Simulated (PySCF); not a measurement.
Si(H)3(NHiPr) (C₃H₁₁NSi), SMILES [SiH3]NC(C)C. The structure is a stationary point at PBE-D3(BJ)/def2-SVP. The values are those of a single conformer.

Computed equilibrium geometry at PBE-D3(BJ)/def2-SVP (PySCF confirms it by a frequency run) as a Z-matrix (one conformer of several):
```
C
H 1 1.1215
N 1 1.4650 2 110.80
H 3 1.0238 1 112.34 2 72.36
C 1 1.5306 2 107.18 3 -120.52
H 5 1.1078 1 110.62 2 -58.66
H 5 1.1096 6 108.61 1 121.53
H 5 1.1105 6 107.20 7 116.38
C 1 1.5315 2 107.50 3 119.78
H 9 1.1087 1 111.18 2 57.53
H 9 1.1095 10 108.72 1 -121.60
H 9 1.1103 10 107.52 11 -116.58
Si 3 1.7489 4 114.27 1 152.61
H 13 1.5040 3 105.29 4 22.28
H 13 1.5053 14 109.32 3 -120.52
H 13 1.5156 14 108.43 15 -115.73
```
